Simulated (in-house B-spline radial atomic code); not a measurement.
What moves the levels of the neon ion Ne⁷⁺ ([He] 2s1)? Level of theory: Dirac-Hartree-Fock, average of configuration, Fermi nucleus of rms radius 3.0413 fm; calculated with a B-spline radial code for spherical atoms.

Baseline run (computed): total energy -102.7655 hartree, 1s1/2 at -42.22983 hartree, 2s1/2 at -239 eV with <r> = 0.6868 bohr.

Changing the nucleus:

| nucleus | ΔE (eV) |
| --- | --- |
| Fermi nucleus of rms radius 2.9714 fm, A = 18 | -5.53e-05 |
| Fermi nucleus of rms radius 2.9695 fm, A = 21 | -5.67e-05 |
| Fermi nucleus of rms radius 2.9525 fm, A = 22 | -7e-05 |
| Fermi nucleus of rms radius 2.9104 fm, A = 23 | -0.000102 |
| Fermi nucleus of rms radius 2.9007 fm, A = 24 | -0.00011 |
| Fermi nucleus of rms radius 2.9316 fm, A = 25 | -8.61e-05 |
| Fermi nucleus of rms radius 2.9251 fm, A = 26 | -9.11e-05 |
| Fermi nucleus of rms radius 2.9642 fm, A = 28 | -6.09e-05 |

A larger nucleus binds the electrons less, roughly as the density at the nucleus times the change of the nuclear <r²>. The reference is A = 17.
